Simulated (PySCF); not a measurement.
CH₃Se₂ (SMILES C[Se][Se]), doublet, geometry from GFN2-xTB. Base run: B3LYP/STO-3G in PySCF.

The PySCF input:
```python
from pyscf import gto, scf, dft

mol = gto.Mole()
mol.atom = '''
    C    -2.115472   -0.418797    0.074881
    Se   -0.554195    0.772414   -0.092372
    Se    1.138492   -0.643262    0.069978
    H    -2.072655   -0.923079    1.036731
    H    -3.009808    0.192204    0.006492
    H    -2.090800   -1.147513   -0.731129
'''
mol.basis = 'sto-3g'
mol.charge = 0
mol.spin = 1
mol.verbose = 4
mol.build()

mf = dft.UKS(mol)
mf.xc = 'b3lyp'
mf.kernel()
```

Variants of this job, named by their change:

```json
[
 {"change": "base", "E (Eh)": "-4789.16514", "HOMO (eV)": "-3.47", "dipole (D)": "1.91", "<S^2>": "0.750", "core-seconds (rough)": "7"},
 {"change": "functional = mn15", "E (Eh)": "-4784.03285", "HOMO (eV)": "-4.05", "dipole (D)": "1.79", "<S^2>": "0.751", "core-seconds (rough)": "10"},
 {"change": "functional = scan", "E (Eh)": "-4789.66332", "HOMO (eV)": "-2.74", "dipole (D)": "2.07", "<S^2>": "0.751", "core-seconds (rough)": "9"},
 {"change": "functional = wb97m_v", "E (Eh)": "-4789.35998", "HOMO (eV)": "-5.90", "dipole (D)": "1.89", "<S^2>": "0.750", "core-seconds (rough)": "100"},
 {"change": "functional = blyp", "E (Eh)": "-4788.91904", "HOMO (eV)": "-2.21", "dipole (D)": "1.88", "<S^2>": "0.750", "core-seconds (rough)": "6"},
 {"change": "functional = pbe; dispersion = d4", "E (Eh)": "-4788.29666", "HOMO (eV)": "-2.39", "dipole (D)": "2.01", "<S^2>": "0.750", "core-seconds (rough)": "8"},
 {"change": "functional = m062x", "E (Eh)": "-4789.21261", "HOMO (eV)": "-4.87", "dipole (D)": "1.92", "<S^2>": "0.751", "core-seconds (rough)": "10"},
 {"change": "functional = hf", "E (Eh)": "-4786.27583", "HOMO (eV)": "-6.74", "dipole (D)": "1.69", "<S^2>": "0.753", "core-seconds (rough)": "1.0"},
 {"change": "functional = b3lyp; dispersion = d3bjm", "E (Eh)": "-4789.17943", "HOMO (eV)": "-3.47", "dipole (D)": "1.91", "<S^2>": "0.750", "core-seconds (rough)": "8"},
 {"change": "functional = tpssh", "E (Eh)": "-4789.17969", "HOMO (eV)": "-3.11", "dipole (D)": "1.94", "<S^2>": "0.751", "core-seconds (rough)": "20"},
 {"change": "functional = lda,vwn", "E (Eh)": "-4781.55071", "HOMO (eV)": "-2.35", "dipole (D)": "2.17", "<S^2>": "0.750", "core-seconds (rough)": "3"},
 {"change": "functional = r2scan", "E (Eh)": "-4789.33773", "HOMO (eV)": "-2.68", "dipole (D)": "2.07", "<S^2>": "0.751", "core-seconds (rough)": "10"},
 {"change": "functional = wb97x_v", "E (Eh)": "-4788.86379", "HOMO (eV)": "-6.24", "dipole (D)": "1.89", "<S^2>": "0.751", "core-seconds (rough)": "100"}
]
```

Totals shift with the method and basis; they matter in differences.

Open shells are given as the SCF converged; they aren't shown to be the lowest states, and a large step between rows can be another state.
